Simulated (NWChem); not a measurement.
System: C2H7O cation; SMILES [OH+](C)C

Input file for NWChem:

```
start job
memory heap 200 mb stack 700 mb global 900 mb
charge 1
geometry units angstroms noautosym nocenter noautoz
  C      0.269978     0.008518    -1.278267
  O     -0.504980    -0.051275     0.000000
  C      0.269978     0.008518     1.278267
  H      0.821322     0.949170    -1.313794
  H      0.926751    -0.858966    -1.254656
  H     -0.470590    -0.077409    -2.071920
  H     -1.245654     0.590834     0.000000
  H     -0.470590    -0.077409     2.071920
  H      0.926751    -0.858966     1.254656
  H      0.821322     0.949170     1.313794
end
basis spherical
  * library aug-cc-pvdz
end
dft
  xc pbe0
  iterations 150
end
property
  response 1 0.0773
end
task dft property
```

Geometry: optimised at B3LYP/6-31G* (spherical d).

Field at 589 nm.

Task: What results follow from this input? (PBE0/aug-cc-pVDZ.) Quantities: isotropic polarisability (bohr³); anisotropy (bohr³).

Result: 
```yaml
isotropic polarisability (bohr³): 29.2
anisotropy (bohr³): 7.4
```
